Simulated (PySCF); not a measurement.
GeI2, SMILES [I][Ge][I] (connectivity only; charge and spin as stated), neutral, multiplicity 1.

The structure is a stationary point at r2SCAN-D4/def2-SVP. The isomer is the one that the SMILES or the coordinates give; other isomers of the formula were not compared. The def2 effective core potentials stand for the cores of I; spin–orbit coupling is left out.

Two levels are set side by side: PBE/def2-TZVPD (PySCF) and M06-2X/def2-TZVPD (PySCF). Same geometry, gas phase. Differences are taken from unrounded values.

```
quantity                       PBE
---------------------------  -----
orbital gap (eV)              2.33
highest occupied level (eV)  -6.33
lowest empty level (eV)      -4.00
dipole moment (D)             1.27
mean polarisability (bohr³)  116.0
```

Q: These are the PBE values. What does M06-2X give? (The exact figures need the calculation; the answer reports its results.)

A: 
```tsv
quantity	M06-2X	PBE minus M06-2X
orbital gap (eV)	5.70	-3.37
highest occupied level (eV)	-8.25	1.92
lowest empty level (eV)	-2.55	-1.45
dipole moment (D)	1.60	-0.33
mean polarisability (bohr³)	108.9	7.1
```

PBE's occupied levels lie high since its potential decays too fast outside the molecule; exact exchange lowers them and widens the gap. Loosely held outer electrons make PBE densities more polarisable. Differences between two approximate levels are no errors against the true value.

Rough cost on one machine, each run with all the roots and properties that it gave: M06-2X against PBE within a factor of 2.
